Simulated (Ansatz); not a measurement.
Cost and result for the atomization energy of `CC(C)O[Si]F` (13 atoms, 12 bonds).

Cartesian coordinates in Å:
```
C -0.232 -0.211 1.440
C 0.028 0.148 -0.006
C 1.223 -0.580 -0.582
O -1.127 -0.204 -0.774
Si -2.169 0.653 -1.682
F -1.595 2.166 -1.545
H -0.423 -1.283 1.536
H 0.633 0.045 2.056
H -1.099 0.329 1.824
H 0.184 1.229 -0.092
H 2.125 -0.333 -0.017
H 1.068 -1.660 -0.534
H 1.384 -0.299 -1.624
```

Charge 0, multiplicity 1. Geometry: relaxed with PBE0-D4/def2-TZVP. It is one conformer, not always the lowest. Program: Ansatz. All runs use 2 threads of an AMD EPYC 7R13 on a shared host and a share of an NVIDIA H100 80 GB. Times are those of one run each, without the atoms' runs, and a repeat can differ threefold. Electronic energies, without spin–orbit coupling; frozen cores. CCSD(T)/CBS adds CCSD(T) − MP2 in def2-TZVPP to the MP2 limit, and its time is that of the two runs behind it. T1 = 0.013. B3LYP takes the VWN-RPA correlation (the form of Gaussian; ORCA's B3LYP/G).

CCSD(T)/CBS is a level of theory with its own doubt, some kJ/mol a heavy atom from the limit and from the frozen cores, so smaller differences don't rank the functionals.

```json
{"level": "PBE0-D4/def2-TZVPP", "functions": "295", "wall time": "1.6 s"}
{"level": "B3LYP-D4/def2-TZVPP (with forces)", "functions": "295", "wall time": "1.9 s"}
{"level": "PBE-D4/def2-TZVPP (with forces)", "functions": "295", "wall time": "2.2 s"}
{"level": "r2SCAN-D4/def2-TZVPP (with forces)", "functions": "295", "wall time": "2.4 s"}
{"level": "ωB97X-V/def2-TZVPP", "functions": "295", "wall time": "2.5 s"}
{"level": "B2PLYP/def2-TZVPP", "functions": "295", "wall time": "2.9 s"}
{"level": "ωB97M-V/def2-TZVPP (with forces)", "functions": "295", "wall time": "3.6 s"}
{"level": "CCSD(T)/def2-TZVPP", "functions": "295", "wall time": "3.9 s"}
{"level": "MP2/def2-QZVPP", "functions": "565", "wall time": "4 s"}
{"level": "CCSD(T)/CBS(def2)", "functions": "–", "wall time": "8 s"}
```

Problem. What atomization energy does each give, and how far from CCSD(T)/CBS? (An estimate is asked.)

Solution. Computed: 
| level | atomization (kJ/mol) | difference from CCSD(T)/CBS | per bond |
| --- | --- | --- | --- |
| PBE0-D4/def2-TZVPP | 5260.9 | -6.9 | -0.6 |
| B3LYP-D4/def2-TZVPP (with forces) | 5257.1 | -10.7 | -0.9 |
| PBE-D4/def2-TZVPP (with forces) | 5360.6 | 92.8 | 7.7 |
| r2SCAN-D4/def2-TZVPP (with forces) | 5264.5 | -3.3 | -0.3 |
| ωB97X-V/def2-TZVPP | 5270.4 | 2.6 | 0.2 |
| B2PLYP/def2-TZVPP | 5211.0 | -56.8 | -4.7 |
| ωB97M-V/def2-TZVPP (with forces) | 5286.1 | 18.3 | 1.5 |
| CCSD(T)/def2-TZVPP | 5136.6 | -131.2 | -10.9 |
| MP2/def2-QZVPP | 5312.4 | 44.6 | 3.7 |
| CCSD(T)/CBS(def2) | 5267.8 | 0.0 | 0.0 |

The D4 term adds +43.3 kJ/mol with B3LYP and +23.1 kJ/mol with PBE0; it sums over pairs of atoms, weighted by their polarisabilities, and B3LYP, whose exchange is more repulsive, gets the larger term. In def2-TZVPP, CCSD(T) changes the Hartree–Fock value by +1251.5 kJ/mol (the triples alone add +74.5 kJ/mol) and MP2 by +1348.7 kJ/mol; breaking electron pairs costs correlation energy, which Hartree–Fock lacks. From PBE to PBE0 (25 % exact exchange), in def2-TZVPP and without D4, the atomization energy moves by −95.6 kJ/mol: exact exchange takes away binding that semilocal exchange gives to molecules.
